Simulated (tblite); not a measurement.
C7H6NS (doublet state).
Geometry (GFN2-xTB, Å), atoms numbered from 1 in this order:
```xyz
15
C7H6NS angstrom
C     -2.6155   -0.6311    0.9828
N     -2.0384    0.0554    0.1075
C     -0.6693    0.1314   -0.0497
C     -0.0888    1.3939   -0.2267
C      1.2711    1.5058   -0.4577
C      2.0632    0.3790   -0.5500
C      1.4888   -0.8904   -0.3987
S      2.4671   -2.3022   -0.5103
C      0.1215   -1.0073   -0.1410
H     -2.1038   -1.1911    1.7702
H     -3.6957   -0.6585    0.9796
H     -0.7171    2.2685   -0.1637
H      1.7145    2.4832   -0.5770
H      3.1212    0.4574   -0.7462
H     -0.3233   -1.9863   -0.0413
```

Structure optimised with GFN2-xTB, isolated species. This method treats the open shell by occupation alone, without spin polarisation.

Masses are those of the commonest isotopes; rigid-rotor values at the optimised geometry. The values belong to one conformer with, in the numbering `[CH2:1]=[N:2][c:3]1[cH:4][cH:5][cH:6][c:7]([S:8])[cH:9]1`, C1–N2–C3–C4 -134°.

Question: What are A, B and C (MHz)?

Answer: Ia = 199.85, Ib = 509.48, Ic = 699.96 u·Å²; 505379 MHz·u·Å²/I gives A = 2529, B = 992.0, C = 722.0 MHz.

Question: Classify the top.

Answer: An asymmetric top; Ray's κ = -0.701.

Question: What does the inertial defect say?

Answer: Not planar: Δ = Ic − Ia − Ib = -9.36 u·Å². For a rigid frame Δ = −2 Σ m c², so Σ m c² = 4.68 u·Å² lies off the ab plane: 1.48 from hydrogen and 3.20 from heavier atoms. The atom farthest from that plane is 1.16 Å away.

Question: Give the other two planar moments, Paa and Pbb, and the rms extents of the mass along the axes.

Answer: Paa = Σ m a² = (Ib + Ic − Ia)/2 = 504.80 and Pbb = Σ m b² = (Ia + Ic − Ib)/2 = 195.17 u·Å². With the mass M = 136.02 u, the rms extents √(P/M) along a, b and c are 1.93, 1.20, 0.19 Å.

Question: Estimate the classical rotational partition function at 10 K, 25 K and 200 K.

Answer: Point group C1, symmetry number σ = 1; q = (√π/σ)·√((kT/h)³/(ABC)), k/h = 20836.6 MHz/K: 3960 at 10 K, 15700 at 25 K, 354000 at 200 K.

For this open shell read J as N, the rotation without spin; fine and hyperfine splittings come on top. Its GFN2-xTB frequencies are all real (lowest 99 cm⁻¹). Constants of a rigid frame at the computed geometry: no zero-point averaging, no centrifugal distortion.
